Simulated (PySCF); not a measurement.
Ge(H)3(OEt), C₂H₈GeO, SMILES CC[O][GeH3], PBE0/def2-SVP optimised geometry.

```
12

Ge    -1.87    -0.47     0.00
O     -0.09    -0.47     0.00
C      0.62     0.13    -1.06
C      2.10    -0.01    -0.81
H     -2.38     0.99     0.00
H     -2.38    -1.20    -1.26
H     -2.26    -1.21     1.28
H      0.36    -0.34    -2.03
H      0.35     1.21    -1.15
H      2.38    -1.07    -0.74
H      2.68     0.45    -1.62
H      2.38     0.48     0.14
```

Density from PBE0/def2-TZVP in PySCF 2.14.0 at that geometry.

Minimum of the electron density along straight lines between bonded atoms, close to the bond critical point (lines longer than 1.1 times the sum of covalent radii, or with two minima, are not listed):

```json
[
 {"bond": "Ge1–O2", "length / Å": "1.783", "ρ at the minimum / e bohr⁻³": "0.142", "∇²ρ there / e bohr⁻⁵": "?", "position (fraction from the first atom)": "0.47"},
 {"bond": "O2–C3", "length / Å": "1.406", "ρ at the minimum / e bohr⁻³": "0.263", "∇²ρ there / e bohr⁻⁵": "?", "position (fraction from the first atom)": "0.65"},
 {"bond": "C3–C4", "length / Å": "1.512", "ρ at the minimum / e bohr⁻³": "0.257", "∇²ρ there / e bohr⁻⁵": "?", "position (fraction from the first atom)": "0.51"},
 {"bond": "Ge1–H5", "length / Å": "1.544", "ρ at the minimum / e bohr⁻³": "0.133", "∇²ρ there / e bohr⁻⁵": "0.05", "position (fraction from the first atom)": "0.59"},
 {"bond": "Ge1–H6", "length / Å": "1.544", "ρ at the minimum / e bohr⁻³": "0.133", "∇²ρ there / e bohr⁻⁵": "0.05", "position (fraction from the first atom)": "0.59"},
 {"bond": "Ge1–H7", "length / Å": "1.533", "ρ at the minimum / e bohr⁻³": "0.136", "∇²ρ there / e bohr⁻⁵": "0.05", "position (fraction from the first atom)": "0.59"},
 {"bond": "C3–H8", "length / Å": "1.110", "ρ at the minimum / e bohr⁻³": "0.275", "∇²ρ there / e bohr⁻⁵": "-0.94", "position (fraction from the first atom)": "0.64"},
 {"bond": "C3–H9", "length / Å": "1.110", "ρ at the minimum / e bohr⁻³": "0.275", "∇²ρ there / e bohr⁻⁵": "-0.94", "position (fraction from the first atom)": "0.64"},
 {"bond": "C4–H10", "length / Å": "1.100", "ρ at the minimum / e bohr⁻³": "0.272", "∇²ρ there / e bohr⁻⁵": "-0.92", "position (fraction from the first atom)": "0.64"},
 {"bond": "C4–H11", "length / Å": "1.101", "ρ at the minimum / e bohr⁻³": "0.271", "∇²ρ there / e bohr⁻⁵": "-0.91", "position (fraction from the first atom)": "0.64"},
 {"bond": "C4–H12", "length / Å": "1.100", "ρ at the minimum / e bohr⁻³": "0.272", "∇²ρ there / e bohr⁻⁵": "-0.92", "position (fraction from the first atom)": "0.64"}
]
```

Task: Some entries are withheld; supply them.

Result: 
- Ge1–O2, ∇²ρ there / e bohr⁻⁵: 0.63
- O2–C3, ∇²ρ there / e bohr⁻⁵: -0.57
- C3–C4, ∇²ρ there / e bohr⁻⁵: -0.67
